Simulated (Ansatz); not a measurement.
`C#[C][SnH2][F]`. The species carries charge 0 and has multiplicity 1. Sn: def2 effective core potential.

```
atom    x (Å)    y (Å)    z (Å)
  C1  -1.8762  -0.3000  -0.9917
  C2  -0.8139  -0.1571  -0.4393
 Sn3   1.0210   0.0373   0.4974
  F4   1.0700   1.8495   1.1295
  H5  -2.8182  -0.4164  -1.4781
  H6   1.1158  -0.9261   1.8896
  H7   2.3015  -0.0872  -0.6073
```

(1) What are the harmonic wavenumbers in cm⁻¹ at PBE0-D4/def2-TZVP (Ansatz, finite differences of forces, unscaled)? (Estimate.)

(2) Is this a minimum?

(3) Give the ideal-gas thermochemistry at 298.15 K and 1 bar (rigid rotor, harmonic oscillator; point group Cs, symmetry number 1).

## Answers

(1) The calculation gave: 108, 184, 260, 463, 464, 526, 613, 657, 690, 724, 738, 1993, 1997, 2151, 3461.

(2) Yes, all 15 modes are real.

(3) Zero-point energy 89.9 kJ/mol; H(298) − E = 107.9 kJ/mol; entropy 328.7 J/(mol·K), of which translation 172.5, rotation 110.1, vibration 46.1; G(298) − E = 9.9 kJ/mol.
